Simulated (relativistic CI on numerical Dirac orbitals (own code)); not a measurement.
**Rh⁺: L2,3 absorption edge**

Computed with this model: Dirac-Coulomb-Breit CI, separate exchange-only KLI orbitals for each configuration, model QED (radiative potential, 1s self-energy scaled to tabulated hydrogen-like ionisation energies), valence Slater integrals scaled by 0.8, multiplet model of core-to-valence dipole absorption; configurations [Kr] 4d8 → [He] 2s2 2p5 3s2 3p6 3d10 4s2 4p6 4d9; 10 K; Lorentzian 1.6 eV and Gaussian 0.5 eV FWHM. Energies are those of the free ion, without screening or charge transfer. The branching ratio is the share of the lower-energy edge in the whole absorption, uncertain by about 0.02 where the edges overlap. S is read from ⟨S²⟩ = S(S + 1).

Field parameters in Wybourne normalisation: D3d B²₀ = −7Dσ, B⁴₀ = −14Dq − 21Dτ, B⁴₃ = −14√(10/7) Dq; Oh B⁴₀ = 21Dq, B⁴₄ = √(5/14) B⁴₀; Td as Oh with Dq negative (B⁴₀ = 21Dq, B⁴₄ = √(5/14) B⁴₀). The field is a parameter set, without covalency.

Peaks in eV (height, largest 100): 3004.0 (100), 3147.0 (8).

Question: Which surroundings give this spectrum?
A. free ion
B. Td, 10Dq = -3500 cm⁻¹
C. Td, 10Dq = -9250 cm⁻¹
D. Oh, 10Dq = 16900 cm⁻¹

Answer: C. Td, 10Dq = -9250 cm⁻¹, where the ground state has S = 1.00.
